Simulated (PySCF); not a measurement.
F$_{2}$Sb, doublet, geometry from GFN2-xTB (the spin is typed, not shown lowest) (core potentials on Sb); B3LYP/def2-SVP (PySCF).

The PySCF input:
```python
from pyscf import gto, scf, dft, solvent

mol = gto.M(
    atom='''
Sb    0.27893342    0.18514503    0.16032854
F    -0.96515807    0.53547496   -1.37420559
F    -0.61546463   -1.58463011    0.46567719
''',
    basis='def2-svp',
    ecp={'Sb': 'def2-svp'},
    spin=1,
    verbose=4,
)

mf = dft.UKS(mol)
mf.xc = 'b3lyp'
mf.kernel()
```

What the program printed (banner, timings and long lists left out):

```
PySCF version 2.14.0

[INPUT] verbose = 4
[INPUT] num. atoms = 3
[INPUT] num. electrons = 41
[INPUT] charge = 0
[INPUT] spin (= nelec alpha-beta = 2S) = 1
[INPUT] symmetry False subgroup None
[INPUT] Mole.unit = angstrom
[INPUT] Symbol           X                Y                Z      unit          X                Y                Z       unit  Magmom
[INPUT]  1 Sb     0.278933420000   0.185145030000   0.160328540000 AA    0.527107770788   0.349873400024   0.302977030551 Bohr   0.0
[INPUT]  2 F     -0.965158070000   0.535474960000  -1.374205590000 AA   -1.823884419214   1.011901020962  -2.596872203946 Bohr   0.0
[INPUT]  3 F     -0.615464630000  -1.584630110000   0.465677190000 AA   -1.163059590057  -2.994516916639   0.880002351557 Bohr   0.0

nuclear repulsion = 124.347344289126
number of shells = 22
number of NR pGTOs = 109
number of NR cGTOs = 54
basis = def2-svp
ecp = {'Sb': 'def2-svp'}

******** <class 'pyscf.dft.uks.UKS'> ********
method = UKS
initial guess = minao
damping factor = 0
level_shift factor = 0
DIIS = <class 'pyscf.scf.diis.CDIIS'>
diis_start_cycle = 1
diis_space = 8
diis_damp = 0
SCF conv_tol = 1e-09
SCF conv_tol_grad = None
SCF max_cycles = 50
direct_scf = True
direct_scf_tol = 1e-13
number electrons alpha = 21  beta = 20
XC library pyscf.dft.libxc version 7.1.2
    S. Lehtola, C. Steigemann, M. J. T. Oliveira, and M. A. L. Marques,  SoftwareX 7, 1–5 (2018)
XC functionals = b3lyp
    P. J. Stephens, F. J. Devlin, C. F. Chabalowski, and M. J. Frisch,  J. Phys. Chem. 98, 11623 (1994)
radial grids:
    Treutler-Ahlrichs [JCP 102, 346 (1995); DOI:10.1063/1.469408] (M4) radial grids

becke partition: Becke, JCP 88, 2547 (1988); DOI:10.1063/1.454033
pruning grids: <function nwchem_prune>
grids dens level: 3
symmetrized grids: False
atomic radii adjust function: <function treutler_atomic_radii_adjust>
small_rho_cutoff = 0
Set gradient conv threshold to 3.16228e-05
tot grids = 50488
init E= -414.57196889865

cycle= 1 E= -438.955962746148  delta_E= -24.4  |g|= 1.57  |ddm|= 6.85
cycle= 2 E= -439.149708636761  delta_E= -0.194  |g|=  1.4  |ddm|= 3.96
cycle= 3 E= -439.775438638857  delta_E= -0.626  |g|= 0.538  |ddm|= 1.69
cycle= 4 E= -439.859383435615  delta_E= -0.0839  |g|= 0.179  |ddm|= 0.432
cycle= 5 E= -439.871197318954  delta_E= -0.0118  |g|= 0.0212  |ddm|= 0.145
cycle= 6 E= -439.871443860918  delta_E= -0.000247  |g|= 0.00239  |ddm|= 0.0264
cycle= 7 E= -439.871448655508  delta_E= -4.79e-06  |g|= 0.000728  |ddm|= 0.00403
cycle= 8 E= -439.871449055652  delta_E= -4e-07  |g|= 0.000194  |ddm|= 0.00122
cycle= 9 E= -439.871449084932  delta_E= -2.93e-08  |g|= 0.000112  |ddm|= 0.000354
cycle= 10 E= -439.87144908865  delta_E= -3.72e-09  |g|= 7.42e-05  |ddm|= 0.000121
cycle= 11 E= -439.871449091161  delta_E= -2.51e-09  |g|= 1.02e-05  |ddm|= 6.94e-05
cycle= 12 E= -439.871449091323  delta_E= -1.62e-10  |g|= 1.39e-06  |ddm|= 2.99e-05
Extra cycle  E= -439.871449091325  delta_E= -2.84e-12  |g|= 1.04e-06  |ddm|= 3.79e-06
converged SCF energy = -439.871449091325  <S^2> = 0.75197531  2S+1 = 2.0019743
```
